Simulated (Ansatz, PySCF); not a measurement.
Input for PySCF:
```python
from pyscf import gto, scf, dft

mol = gto.M(
    atom='''
Rb   -1.08960000   -0.77400000   -0.92830000
I     1.08960000    0.77400000    0.92830000
''',
    basis='def2-tzvp',
    ecp={'I': 'def2-tzvp', 'Rb': 'def2-tzvp'},
    charge=-1,
    spin=1,
    verbose=4,
)

mf = dft.UKS(mol)
mf.xc = 'pbe'
mf.grids.atom_grid = (99, 590)
mf.grids.prune = None
mf.kernel()
```

Task: Give the equivalent Ansatz (an electronic-structure program) input.

Result: This is not unique; one that fits is 
Ansatz 0.2 input:
```yaml
crystal:
  periodic: [false, false, false]
  atoms:
    - {symbol: Rb, position_ang: [-1.08960000, -0.77400000, -0.92830000]}
    - {symbol: I, position_ang: [1.08960000, 0.77400000, 0.92830000]}
basis:
  gaussian:
    orbitals: def2-TZVP
hamiltonian:
  xc: pbe
total_charge: -1
magnetization: {spin_polarized: true, initial_magnetization: 1}
accuracy: high
```

Both were run: PySCF gave -321.897163 Eh and Ansatz -321.897153 Eh, 0.010 mEh apart.
